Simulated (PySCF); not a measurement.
**Nitrogen: a sound run and one with changed settings**

Sound run: N⁺ [He] 2s2 2p2, N²⁺ [He] 2s2 2p1. Calculation: PySCF 2.14, in cc-pVDZ; no relativity, point nucleus. The sound run starts from symmetry-adapted Hartree-Fock orbitals and uses a fine grid where one is needed.

Changed run: radial step 1.2 in ln r (0.13 in the sound run). This setting is unsound on purpose.

```csv
species,method,sound run (hartree),changed run (hartree),converged
N⁺,UHF,-53.88047,-53.88047,yes
N⁺,LDA,-53.56833,-53.90600,yes
N⁺,PBE,-53.97993,-54.35226,yes
N²⁺,UHF,-52.80564,-52.80564,yes
N²⁺,LDA,-52.46157,-52.79914,yes
N²⁺,PBE,-52.87791,-53.25795,yes
```

Ionisation energy of N⁺:

| method | sound run (eV) | changed run (eV) |
| --- | --- | --- |
| UHF | 29.247 | 29.247 |
| LDA | 30.116 | 30.119 |
| PBE | 29.987 | 29.778 |

A coarse radial grid mis-integrates the density and the exchange-correlation energy, with errors of either sign; Hartree-Fock needs no grid.

For comparison, NIST gives 29.601 eV between the lowest levels.
